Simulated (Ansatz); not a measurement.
Geometry optimisation, RHF/STO-3G (Ansatz).

input.yaml

```yaml
crystal:
  periodic: [false, false, false]
  atoms:
    - { symbol: C, position_ang: [2.1167, 0.6718, 1.377] }
    - { symbol: Si, position_ang: [0.9676, 0.8346, -0.1318] }
    - { symbol: C, position_ang: [0.4852, -1.3795, -0.4986] }
    - { symbol: C, position_ang: [-0.3363, -0.2245, -0.3523] }
    - { symbol: Si, position_ang: [-1.4558, 0.1868, -1.9076] }
    - { symbol: Si, position_ang: [-1.6328, -0.2609, 1.1044] }
    - { symbol: H, position_ang: [1.5196, 0.5334, 2.2804] }
    - { symbol: H, position_ang: [2.6643, 1.6646, 1.5015] }
    - { symbol: H, position_ang: [2.8003, -0.0759, 1.2977] }
    - { symbol: H, position_ang: [1.7775, 1.1111, -1.3214] }
    - { symbol: H, position_ang: [1.0122, -1.7807, 0.4146] }
    - { symbol: H, position_ang: [1.1444, -1.4872, -1.3651] }
    - { symbol: H, position_ang: [-2.1157, 1.5636, -1.7362] }
    - { symbol: H, position_ang: [-0.6206, 0.2382, -3.0789] }
    - { symbol: H, position_ang: [-2.5277, -0.8284, -2.0939] }
    - { symbol: H, position_ang: [-0.8993, -0.5777, 2.3734] }
    - { symbol: H, position_ang: [-2.2315, 1.092, 1.2865] }
    - { symbol: H, position_ang: [-2.7055, -1.27, 0.9021] }
basis:
  gaussian: { orbitals: STO-3G }
hamiltonian:
  xc: hf
relax:
  f_tol: 0.015
  max_steps: 40
```

Command:

```bash
$ ansatz run input.yaml --threads 1 --pin off --max-ram 2048MiB --backend cpu --events-out ev --progress --plain --runs-dir out
```

Question: Where does it end, and by what steps?

Answer: The forces met the threshold. The force dipped under the threshold on the way, but the program's further checks kept it going. Limits of this set-up: minimal basis. After 19 steps the energy has fallen by 4.673 eV; H8 moved furthest, 0.79 Å. The start is strongly strained (largest force component 10 eV/Å).

| step | energy less start (eV) | largest force component (eV/Å) | accepted |
| --- | --- | --- | --- |
| 0 | 0.0000 | 10.474 | yes |
| 1 | -2.4436 | 3.546 | yes |
| 2 | -3.6413 | 2.639 | yes |
| 3 | -4.2511 | 3.229 | yes |
| 4 | -4.5808 | 1.302 | yes |
| 5 | -4.6138 | 0.635 | yes |
| 6 | -4.6579 | 0.194 | yes |
| 7 | -4.6629 | 0.058 | yes |
| 8 | -4.6655 | 0.193 | yes |
| 9 | -4.6695 | 0.037 | yes |
| 10 | -4.6329 | 1.042 | no |
| 11 | -4.6700 | 0.103 | yes |
| 12 | -4.6717 | 0.054 | yes |
| 13 | -4.6726 | 0.025 | yes |
| 14 | -4.6722 | 0.162 | no |
| 15 | -4.6722 | 0.121 | no |
| 16 | -4.6728 | 0.007 | yes |
| 17 | -4.6728 | 0.089 | yes |
| 18 | -4.6731 | 0.016 | yes |
| 19 | -4.6731 | 0.005 | yes |

```xyz
18
Properties=species:S:1:pos:R:3
C 2.068 0.799 1.398
Si 1.279 0.347 -0.221
C 0.593 -1.298 -0.494
C -0.464 -0.151 -0.349
Si -1.390 0.268 -1.902
Si -1.540 -0.235 1.160
H 1.674 0.207 2.213
H 1.905 1.843 1.639
H 3.138 0.637 1.362
H 1.859 1.014 -1.333
H 0.610 -2.035 0.295
H 0.663 -1.774 -1.461
H -1.988 1.555 -1.793
H -0.511 0.277 -3.021
H -2.425 -0.677 -2.156
H -0.798 -0.679 2.291
H -2.083 1.047 1.459
H -2.626 -1.135 0.964
```

Run time: 35 s on 1 CPU thread of a shared host.
